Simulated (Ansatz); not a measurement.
Consider the formal loss of a carbene: `[CH3][Ga]([OH])[GeH3]` → `[CH2]` (triplet) + `[OH][GaH][GeH3]`.

Calculated with Ansatz (gas phase, PBE0-D4/def2-TZVP geometries, no zero-point term in ΔE). CCSD(T)/CBS is the MP2 limit (def2-TZVPP, def2-QZVPP) plus CCSD(T) − MP2 in def2-TZVPP, frozen cores. This one scheme is used for every species. Functionals use def2-TZVPP. Triplets are unrestricted, without spin–orbit coupling. For Ga, Ge outer-core shells are correlated without core-valence functions, which leaves a few kJ/mol of doubt a bond. Scalar relativity is left out up to krypton. One conformer a species, not always the lowest.

Task: Is it downhill or uphill in electronic energy at CCSD(T)/CBS, and by how much? (Best estimate.)

Result: Computed: Uphill: ΔE = +4.94 eV.

Task: What do these levels give: r2SCANh-D4, BLYP, SCS-MP2/def2-TZVPP, HF/def2-QZVPP, HF/CBS(def2), MP2/CBS(def2)? (Best estimate.)

Result: The calculation gave: r2SCANh-D4 4.64, BLYP 4.68, SCS-MP2/def2-TZVPP 4.94, HF/def2-QZVPP 3.30, HF/CBS(def2) 3.30, MP2/CBS(def2) 5.11 eV.

Largest T1 diagnostic among the species: 0.014.

In def2-TZVPP, CCSD(T) changes the Hartree–Fock value by +1.49 eV (the triples alone add +0.12 eV) and MP2 by +1.66 eV. From BLYP to BHLYP (50 % exact exchange), in def2-TZVPP and without D4, ΔE moves by −0.08 eV.
